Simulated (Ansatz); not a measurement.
Isolated molecules relaxed with PBE0-D4/def2-TZVP in Ansatz; ΔE leaves out vibrations. CCSD(T)/CBS is the MP2 limit (def2-TZVPP, def2-QZVPP) plus CCSD(T) − MP2 in def2-TZVPP, frozen cores. Functionals use def2-TZVPP. Elements past krypton have def2 core potentials. For Hf, Nb outer-core shells are correlated without core-valence functions, which leaves a few kJ/mol of doubt a bond. One conformer a species, not always the lowest.

Reaction (redistribution): `[NH2][Hf]([NH2])([NH2])[F]` + `[NH]=[Nb]([NH2])([Cl])[Cl]` → `[NH2][Hf]([NH2])([F])[Cl]` + `[NH]=[Nb]([NH2])([NH2])[Cl]`

CCSD(T)/CBS gives -5.1 kcal/mol.

(1) Another level gave -7.3 kcal/mol. Which?
A. MP2/def2-TZVPP
B. CAM-B3LYP-D4/def2-TZVPP
C. HF/def2-TZVPP
D. RPA@PBE/def2-TZVPP

Largest T1 diagnostic among the species: 0.020, so the coupled-cluster value is less sure than usual.

Answers

(1) C. HF/def2-TZVPP -7.3, MP2/def2-TZVPP -3.5, RPA@PBE/def2-TZVPP -5.0, CAM-B3LYP-D4 -6.0 kcal/mol.

At CCSD(T), def2-SVP lies −0.7 kcal/mol from the extrapolated value and def2-TZVPP −0.2 kcal/mol. In def2-TZVPP, CCSD(T) changes the Hartree–Fock value by +2.0 kcal/mol (the triples alone add +0.3 kcal/mol) and MP2 by +3.7 kcal/mol. From BLYP to BHLYP (50 % exact exchange), in def2-TZVPP and without D4, ΔE moves by −0.9 kcal/mol.
